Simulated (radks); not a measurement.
The numbers below are computed, except where a source is named.
Ionisation of Dy3+, [Xe] 4f9, to Dy4+, [Xe] 4f8, under several functionals. Scalar-relativistic Kohn-Sham, spin-polarised, spherical densities, finite nucleus; open shells are filled with parallel spins first (spin-orbit coupling, left out, can overturn this in heavy ions); a radial shooting solver on a logarithmic mesh with Libxc functionals. Known Delta-SCF values: BP86 42.167 eV; PBEsol 42.071 eV; MS2 meta-GGA 41.260 eV. What does revPBE give, and what is its highest occupied eigenvalue?

Answer. 41.903 eV by Delta-SCF; the 4f eigenvalue is -32.256 eV. NIST: 41.2 eV (semi-empirical). No tabulated value is given for the 4+ ions of Nd, Pm and Eu to Yb, where it belongs to another shell than the one emptied here.
